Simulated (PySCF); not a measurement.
C2H8Hf, SMILES [CH3][HfH2][CH3], multiplicity 1.

The structure is a stationary point at r2SCAN-D4/def2-SVP. The multiplicity is an assumed one; no other spin state was optimised. The structure was generated by enumeration; whether it is a known compound was not checked. The def2 effective core potentials stand for the cores of Hf; spin–orbit coupling is left out.

These are ωB97X/def2-TZVPD (PySCF) values and carry that method's errors.

Gas-phase values at a fixed geometry.

* **total energy**: -129.02510 hartree
* **point group**: C2v
* **highest occupied level**: -10.24 eV
* **lowest empty level**: 0.63 eV
* **orbital gap**: 10.87 eV
* **dipole moment**: 1.09 D
* **quadrupole, principal values (traceless, Buckingham form, about the centre of nuclear charge)**: -2.81, 0.01, 2.80 D·Å
* **mean static polarisability**: 73.7 bohr³ (10.93 Å³)
* **polarisability, principal values**: 67.0, 72.2, 81.9 bohr³
